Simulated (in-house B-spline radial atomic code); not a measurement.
The arsenic ion As⁺ is squeezed into an impenetrable sphere of radius R (the orbitals vanish at R). Level of theory: non-relativistic r2SCAN, spin-polarised, spherical fractional occupations, point nucleus; calculated with a B-spline radial code for spherical atoms.

Energies in eV above the free ion in [Ar] 3d10 4s2 4p2:

| R (bohr) | highest level (eV) | [Ar] 3d10 4s2 4p2 | [Ar] 3d10 4s2 4p1 4d1 | [Ar] 3d10 4s2 4p1 4f1 |
| --- | --- | --- | --- | --- |
| 7.22 | -14.4 | 0.01476 | 12.09 | 19.06 |
| 5.7 | -14.2 | 0.2268 | 13.34 | 22.95 |
| 4.99 | -13.6 | 0.791 | 14.96 | 26.5 |
| 4.08 | -11.5 | 3.867 | 20.56 | 35.54 |
| 3.85 | -10.5 | 5.776 | 23.45 | 39.51 |
| 3.23 | -5.01 | 17.21 | 38.71 | 58.11 |
| 2.59 | 9.64 | 55.94 | 84.18 | 106.9 |
| 2.33 | 22 | 93.4 | 125.5 | 148.6 |
| 1.8 | 80.4 | 299.6 | 340.4 | 356.5 |
| 1.47 | 178 | 707.8 | 749.3 | 744.1 |

Task: Does [Ar] 3d10 4s2 4p1 4d1 fall below [Ar] 3d10 4s2 4p2 under compression?

Result: No, it stays above over the whole range.

Task: Does [Ar] 3d10 4s2 4p1 4f1 fall below [Ar] 3d10 4s2 4p2 under compression?

Result: No, it stays above over the whole range.

The highest level is first positive in the row R = 2.59 bohr, pushed up by confinement above the zero of the free ion's potential. Each configuration is held fixed and needn't be the lowest in the sphere.
